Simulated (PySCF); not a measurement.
Ionisation energy of Mn by level of theory

Mn [Ar] 3d5 4s2 (6S) → Mn⁺ [Ar] 3d5 4s1 (7S), as a difference of total energies. Computed with PySCF 2.14 in x2c-QZVPPall, with scalar relativity by spin-free X2C-1e. Correlated levels: valence: [Ar] frozen; valence and next inner shell: [Ne] frozen. The calculations carry no spin-orbit coupling.

**Question.** Order these methods by the ionisation energy they give, lowest first.
A. PBE0
B. LDA
C. UHF
D. r2SCAN

**Answer.** C (6.021 eV), D (6.945 eV), A (7.092 eV), B (7.566 eV).

Errors of the correlated levels include the incompleteness of this basis and the frozen core.

MP2 underrates the near-degeneracy of ns² with np² in the lower species.

For comparison: 7.434 eV (measured; NIST Atomic Spectra Database, ionization energies).
